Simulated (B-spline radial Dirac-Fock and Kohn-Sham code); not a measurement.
# Auger parameter of zirconium: the L3 level and its strongest L3-MM line

The computed values come from a B-spline atomic structure program: Dirac-Fock energy differences between relaxed states, corrected for Breit and QED terms. The modified Auger parameter α′ is the binding energy plus the kinetic energy of the Auger electron; it does not depend on the energy zero. For free ions it tends to fall with charge, since less charge screens the final holes.

```
            species      configuration  binding 2p3/2 (eV)  Auger line  kinetic (eV)  α′ (eV)
                 Zr       [Kr] 4d2 5s2              2232.6    M3M3 J=2        1518.5   3751.1
                Zr⁺       [Kr] 4d2 5s1              2240.0    M3M3 J=2        1509.6   3749.7
                Zr⁺       [Kr] 4d1 5s2              2244.5    M3M3 J=2        1504.4   3748.9
                Zr⁺       [Kr] 4d2 5p1              2241.3    M3M3 J=2        1508.5   3749.7
 Zr⁺ (Watson 1.8 Å)       [Kr] 4d2 5s1              2232.8    M3M3 J=2        1517.3   3750.1
               Zr²⁺           [Kr] 4d2              2248.7    M3M3 J=2        1499.8   3748.5
Zr²⁺ (Watson 1.6 Å)           [Kr] 4d2              2231.5    M3M3 J=2        1517.6   3749.1
Zr²⁺ (Watson 2.4 Å)           [Kr] 4d2              2236.7    M3M3 J=2        1511.8   3748.5
               Zr³⁺           [Kr] 4d1              2263.3    M3M3 J=2        1483.5   3746.9
               Zr⁴⁺  [Ar] 3d10 4s2 4p6              2279.8    M3M3 J=2        1466.0   3745.8
Zr⁴⁺ (Watson 2.7 Å)  [Ar] 3d10 4s2 4p6              2258.4    M3M3 J=2        1487.3   3745.8
  Zr⁴⁺ (Watson 3 Å)  [Ar] 3d10 4s2 4p6              2260.6    M3M3 J=2        1485.2   3745.8
               Zr⁸⁺  [Ar] 3d10 4s2 4p2              2371.2    M3M3 J=2        1379.6   3750.8
```
